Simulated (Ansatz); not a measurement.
C5H7F (SMILES C=C(C)/C=C\F) moved off its minimum; all values from Ansatz (a quantum-chemistry and plane-wave program), cores frozen in correlated methods.
(charge 0, multiplicity 1)
```xyz
13

C      0.5508     2.1322    -0.5945
C      0.0013     0.8942    -0.3115
C     -1.4354     0.6839     0.0053
C      1.0430    -0.1980    -0.0006
C      0.7427    -1.4253     0.3500
F     -0.4692    -2.0199     0.6239
H      1.5391     2.3659    -0.8109
H     -0.1735     2.9352    -0.8579
H     -1.9650     1.5141    -0.2580
H     -1.5981     0.3412     1.0692
H     -1.8152    -0.0257    -0.6543
H      1.9557     0.0280    -0.2222
H      1.4844    -2.2158     0.4442
```

Forces at HF/def2-TZVPP (eV/Å):

| atom | Fx | Fy | Fz |
|---|---|---|---|
| C1 | -4.676 | -1.893 | -0.585 |
| C2 | 4.305 | 2.209 | 1.401 |
| C3 | 1.256 | -1.457 | 1.425 |
| C4 | -8.175 | -0.351 | 0.121 |
| C5 | 0.102 | -2.513 | 0.546 |
| F6 | 1.490 | 1.825 | -0.583 |
| H7 | 1.532 | -0.203 | 0.026 |
| H8 | 0.874 | -0.650 | 0.592 |
| H9 | -1.345 | 2.494 | 0.098 |
| H10 | 0.149 | 0.639 | -1.500 |
| H11 | -0.624 | -1.758 | -0.674 |
| H12 | 5.294 | 1.002 | -0.919 |
| H13 | -0.180 | 0.658 | 0.051 |

Task: Give the forces (eV/Å), the total energy and the dipole at CCSD(T)/aug-cc-pVTZ.

Result: 
```csv
atom,Fx,Fy,Fz
C1,-3.921,-0.859,-0.469
C2,3.456,0.822,1.290
C3,1.504,-1.415,1.634
C4,-7.724,0.974,0.005
C5,0.294,-2.974,0.657
F6,0.400,1.253,-0.330
H7,1.857,-0.086,-0.113
H8,0.546,-0.391,0.435
H9,-1.493,2.732,-0.067
H10,0.105,0.483,-1.146
H11,-0.715,-1.935,-0.908
H12,5.545,1.115,-1.059
H13,0.146,0.281,0.073
```
Energy -294.0551 hartree, dipole 1.13 D.

Doubts at one or more of the structures used: a restricted determinant that unrestricted orbitals would lower (CCSD(T)/aug-cc-pVTZ).
